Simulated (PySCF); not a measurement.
SiCl2, SMILES Cl[Si]Cl (connectivity only; charge and spin as stated), neutral, multiplicity 1.

The structure is a stationary point at PBE-D3(BJ)/def2-TZVP. The isomer is the one that the SMILES or the coordinates give; other isomers of the formula were not compared.

All values below come from PBE-D3(BJ)/def2-TZVP in PySCF 2.14.0.

Frequencies are harmonic and unscaled.

```
mode  ν (cm⁻¹)  IR (km/mol)  Raman (Å⁴/amu)  depolarisation  moving atoms (share of kinetic energy)
----  --------  -----------  --------------  --------------  --------------------------------------
1          186          1.2             4.9            0.56                        Cl 84 %, Si 16 %
2          492        175.2            13.6            0.75                        Si 60 %, Cl 40 %
3          496         70.9            15.3            0.17                        Si 55 %, Cl 45 %
```
